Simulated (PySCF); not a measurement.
## Ionisation energy of N⁺ by level of theory

N⁺ [He] 2s2 2p2 [2p1/2^2, M_J = 0] → N²⁺ [He] 2s2 2p1 [2p1/2^1, M_J = 1/2], as a difference of total energies. All numbers are calculated (PySCF 2.14, the two-component X2C-1e Hamiltonian, in x2c-TZVPall-2c (5s3p2d1f, 31 functions)). Correlated levels: 1s2 frozen. "Screened" scales the spin-orbit matrix elements by Boettger's factors to mimic the two-electron term; Breit and QED terms are absent.

| method | ionisation energy (eV) |
| --- | --- |
| GHF (spin-free) | 29.094 |
| GMP2 (spin-free) | 29.611 |
| GHF (screened spin-orbit) | 29.087 |
| GMP2 (screened spin-orbit) | 29.604 |

Q: How much does correlation contribute at GMP2 (screened spin-orbit)?

A: 29.604 − (29.087) = 0.517 eV, measured against GHF (screened spin-orbit).

Errors of the correlated levels include the incompleteness of this basis and the frozen core.

The labels give the starting determinants; with spin-orbit coupling the two ends relaxed to ⟨J²⟩ = 2.00, ⟨L²⟩ = 2.00, ⟨S²⟩ = 2.00 and ⟨J²⟩ = 1.03, ⟨L²⟩ = 2.01, ⟨S²⟩ = 0.75.

The determinant of N⁺ mixes levels of different J (the jj label is only the starting occupation), so the difference between spin-free and spin-orbit rows is not the physical spin-orbit shift.

For comparison: 29.601 eV (semi-empirical (NIST evaluation); NIST Atomic Spectra Database, ionization energies).
